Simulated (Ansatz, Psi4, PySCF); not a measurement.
H₅AlN₂, singlet, at a GFN2-xTB geometry (such geometries of metal compounds can be far from the true shape), atoms displaced at random by about 0.08 Å a coordinate. Base run: HF/STO-3G, gradient (PySCF).

PySCF was given this input:
```python
from pyscf import gto, scf

mol = gto.Mole()
mol.atom = '''
    Al   -0.23577048   -0.29846859   -0.32594905
    H    -0.94927425   -1.12464752   -1.25398466
    N    -0.04434353    1.52792675   -0.51707973
    H    -0.28890231    1.97420143   -1.25837630
    H     0.49476015    2.20488576   -0.22816579
    N     0.30781463   -1.19680123    0.93988071
    H     1.08818327   -0.74052877    1.71461363
    H     0.35776226   -2.15014051    1.18316173
'''
mol.basis = 'sto-3g'
mol.verbose = 4
mol.build()

mf = scf.RHF(mol)
mf.kernel()
g = mf.nuc_grad_method()
grad = g.kernel()
```

Programs used: Ansatz (a quantum-chemistry and plane-wave program), Psi4, PySCF; a row that names a program was run with it.

The coordinate followed is z of atom 2.

Each row names what was changed in the base input (with any setting that the change needs).

| change | dE/dx (Eh/bohr) | net force (Eh/bohr) |
|---|---|---|
| base | 0.021036 | 0.000000 |
| code = psi4 | 0.021052 | 0.000000 |
| code = ansatz | 0.021039 | 0.000000 |
| finite difference step (bohr) = 1e-4; conv_tol = 1e-11 | 0.021036 | - |
| finite difference step (bohr) = 0.2; conv_tol = 1e-11 | 0.021331 | - |
| finite difference step (bohr) = 0.05; conv_tol = 1e-11 | 0.021055 | - |
| conv_tol = 1e-11 | 0.021036 | 0.000000 |
| density fitting = on; auxbasis_response = off | 0.021098 | 0.001149 |
| density fitting = on | 0.021052 | 0.000000 |
| finite difference step (bohr) = 0.01; conv_tol = 1e-11 | 0.021037 | - |
| finite difference step (bohr) = 1e-3; conv_tol = 1e-11 | 0.021036 | - |
| finite difference step (bohr) = 1e-5; conv_tol = 1e-11 | 0.021036 | - |

The net force is zero for an exact gradient.
